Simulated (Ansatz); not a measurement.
System: SiNH$_{2}$Br, charge 0, singlet. SiNH2Br (SMILES N[Si]Br).
B3LYP-D3(BJ)/def2-TZVP minimum from Ansatz (an electronic-structure program):
```
N
H 1 1.0104
H 1 1.0105 2 112.79
Si 1 1.7058 2 120.95 3 180.00
Br 4 2.3043 1 98.31 2 -180.00
```

Total energies in hartree (Ansatz). Radicals and triplets start from unrestricted determinants; spin-orbit coupling is neglected. Correlated methods leave the cores frozen (noble-gas shells, and filled d and f shells in the p block). No relativity. Where a partner has so few electrons that a lower coupled-cluster level is exact, that level stands in. Spin-orbit terms, left out, reach several kcal/mol for Br and I, and more for heavier atoms.

```csv
species,HF/def2-TZVPP,CCSD(T)/def2-TZVPP,HF/def2-QZVPP,CCSD(T)/def2-QZVPP,CCSDT(Q)/def2-TZVPP
1: SiNH2Br (SMILES Br[Si]N),-2917.05511,-2917.58230,-2917.11588,-2917.68288,-2917.58448
2: Si (triplet),-288.85084,-288.92770,-288.85873,-288.93839,-288.92853
3: Br (doublet),-2572.39810,-2572.55635,-2572.44770,-2572.62201,-2572.55702
4: N (quartet),-54.40275,-54.51594,-54.40439,-54.52502,-54.51632
5: H (doublet),-0.49981,-0.49981,-0.49998,-0.49998,-0.49981
```

Question: Work out the atomisation energy (electronic, to ground-state atoms) in kJ/mol: take Hartree-Fock from def2-QZVPP, extrapolate the CCSD(T) correlation energy as X^-3 (X = 3, 4), and add CCSDT(Q) - CCSD(T) in def2-TZVPP. 1 hartree = 2625.5 kJ/mol.

Answer: 
Species 1: correlation (64·(-0.56700) - 27·(-0.52719))/37 = -0.59605; step -0.00218; E1 = -2917.11588 + (-0.59605) + (-0.00218) = -2917.71411
Species 2: correlation (64·(-0.07966) - 27·(-0.07686))/37 = -0.08170; step -0.00083; E2 = -288.85873 + (-0.08170) + (-0.00083) = -288.94126
Species 3: correlation (64·(-0.17431) - 27·(-0.15825))/37 = -0.18603; step -0.00067; E3 = -2572.44770 + (-0.18603) + (-0.00067) = -2572.63440
Species 4: correlation (64·(-0.12063) - 27·(-0.11319))/37 = -0.12606; step -0.00038; E4 = -54.40439 + (-0.12606) + (-0.00038) = -54.53083
Species 5: correlation (64·(0.00000) - 27·(0.00000))/37 = 0.00000; step +0.00000; E5 = -0.49998 + (0.00000) + (+0.00000) = -0.49998
-1·E1 +1·E2 +1·E3 +1·E4 +2·E5 = 0.60766 hartree = 1595.4 kJ/mol.
